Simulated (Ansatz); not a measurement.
Born–Oppenheimer molecular dynamics of CH$_{8}$BFSi$_{2}$ (13 atoms, charge 0, multiplicity 1). It starts at the highest image of a converged band, a first-order saddle point between two minima.

All numbers below come from RKS PBE0/def2-SVP (Ansatz 0.2.0).

| Quantity | Value |
| --- | --- |
| ensemble | NVE (velocity Verlet) |
| time step | 0.5 fs |
| steps asked | 200 |
| starting velocities drawn for | 300 K |
| seed | 7304 |

First frame:

```xyz
13
Properties=species:S:1:pos:R:3
B -2.575 0.146 0.501
Si -0.719 0.092 1.034
Si 0.983 -0.775 -0.315
C 1.923 0.702 -1.079
F 1.017 1.617 -1.576
H -3.396 0.623 1.247
H -2.921 -0.512 -0.451
H -1.536 -1.122 1.575
H -0.229 0.842 2.230
H 1.963 -1.605 0.454
H 0.367 -1.610 -1.390
H 2.555 1.196 -0.320
H 2.589 0.372 -1.896
```

Q: How far do the bonds stretch over the last three quarters of this one trajectory? (Pairs bonded in most of those frames.)

A: 
| bond | mean (Å) | spread (Å) | shortest | longest |
| --- | --- | --- | --- | --- |
| B1–Si2 | 2.026 | 0.028 | 1.98 | 2.08 |
| B1–H6 | 1.211 | 0.027 | 1.16 | 1.25 |
| B1–H7 | 1.213 | 0.038 | 1.16 | 1.27 |
| Si2–Si3 | 2.366 | 0.013 | 2.34 | 2.38 |
| Si2–H8 | 1.508 | 0.007 | 1.49 | 1.52 |
| Si2–H9 | 1.505 | 0.021 | 1.47 | 1.54 |
| Si3–C4 | 1.905 | 0.027 | 1.86 | 1.95 |
| Si3–H10 | 1.502 | 0.039 | 1.44 | 1.56 |
| Si3–H11 | 1.497 | 0.022 | 1.46 | 1.53 |
| C4–F5 | 1.382 | 0.016 | 1.35 | 1.41 |
| C4–H12 | 1.108 | 0.028 | 1.07 | 1.15 |
| C4–H13 | 1.109 | 0.029 | 1.06 | 1.15 |

Mean temperature of the second half: 229 K. The conserved energy stayed within 0.2 meV per atom of its start (net change 0.16 meV per atom), so the integration is sound. A run of 0.1 ps of so small a system gives no equilibrium averages. The orbitals stay closed-shell, which can raise the energy where a bond breaks towards radicals; this wasn't checked here.

The run took 8.6 min on 2 threads of Intel(R) Xeon(R) Platinum 8488C (Sapphire Rapids), on a shared host, peak memory 0.29 GiB.
